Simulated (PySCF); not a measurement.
# `C[S+](C)[B-](Br)(Br)Br` in a uniform electric field

C2H6BBr3S.
Geometry (PBE0-D3(BJ)/def2-SVP, Å), atoms numbered from 1 in this order:
```
atom  x, y, z in Å
C1     0.6505   -1.5167    0.2655
S2     0.0476    0.0799    0.8343
C3     1.1586    1.2025   -0.0275
B4    -1.6974    0.3059   -0.0977
Br5   -2.2271    2.1574    0.3922
Br6   -1.4278    0.0556   -2.0555
Br7   -2.8316   -1.1034    0.7236
H8    -0.0370   -2.2679    0.6751
H9     1.6628   -1.6689    0.6616
H10    0.6302   -1.5467   -0.8329
H11    0.7988    2.2167    0.1885
H12    1.1113    1.0086   -1.1082
H13    2.1724    1.0644    0.3701
```

Level: CAM-B3LYP/def2-SVPD (PySCF); nuclei fixed, core orbitals frozen in the response. Permanent dipole (6.136, -1.054, 0.887) D (1 au = 2.5417 D). Static polarisability (au):

```
x   127.90  -0.17  -2.76
y    -0.17 128.48  -0.94
z    -2.76  -0.94 114.76
```

Only the terms in μ and α are kept: μ(F) = μ + αF and ΔE = −μ·F − ½ F·αF.

Question: What do fields of 0.257 V/Å (0.005 au) along the six axis directions do?

Answer: 
| field along | induced x (D) | induced y (D) | induced z (D) | total size (D) | −μ·F (kJ/mol) | −½F·αF (kJ/mol) |
| --- | --- | --- | --- | --- | --- | --- |
| +x | 1.625 | -0.002 | -0.035 | 7.879 | -31.691 | -4.198 |
| −x | -1.625 | 0.002 | 0.035 | 4.722 | +31.691 | -4.198 |
| +y | -0.002 | 1.633 | -0.012 | 6.223 | +5.444 | -4.217 |
| −y | 0.002 | -1.633 | 0.012 | 6.760 | -5.444 | -4.217 |
| +z | -0.035 | -0.012 | 1.458 | 6.623 | -4.581 | -3.766 |
| −z | 0.035 | 0.012 | -1.458 | 6.284 | +4.581 | -3.766 |

Question: For the field (0.0030, -0.0045, 0.0040) au, what is the induced dipole, and what angle does it make with the field?

Answer: αF = (0.949, -1.480, 1.156) D, at 3.3° to the field. The polarisability along this direction, F·αF/F², is 122.90 au, against a mean of 123.71 au.

Question: Which field along μ doubles the dipole in that direction (linear response)?

Answer: The polarisability along the dipole is 127.00 au, so F = 2.4742 au / 127.00 au = 0.0195 au = 1.00 V/Å; higher-order terms are ignored.

Question: What field makes μF equal to kT at 400 K?

Answer: kT = 1.2667 × 10⁻³ Eh, so F = 0.000512 au = 2.63 MV/cm.

Question: A unit point charge sits 10 Å away. Estimate the induction energy −αe²/2R⁴ with the mean polarisability, treating the molecule as a point.

Answer: R = 18.90 bohr, so the energy is −123.7/(2 × 18.90⁴) Eh = -1.27 kJ/mol. The charge–dipole term at its most favourable orientation, −μe/R², is -18.2 kJ/mol.

Isolated species at its PBE0-D3(BJ)/def2-SVP geometry, gas phase. The calculation is non-relativistic, for bromine too.

The run behind these numbers computed excited states as well. Time: 1.9 min; peak memory 1.2 GiB. Hardware: one thread of an Arm Neoverse V1, shared host with 32 logical CPUs at a one-minute load of 9.7.
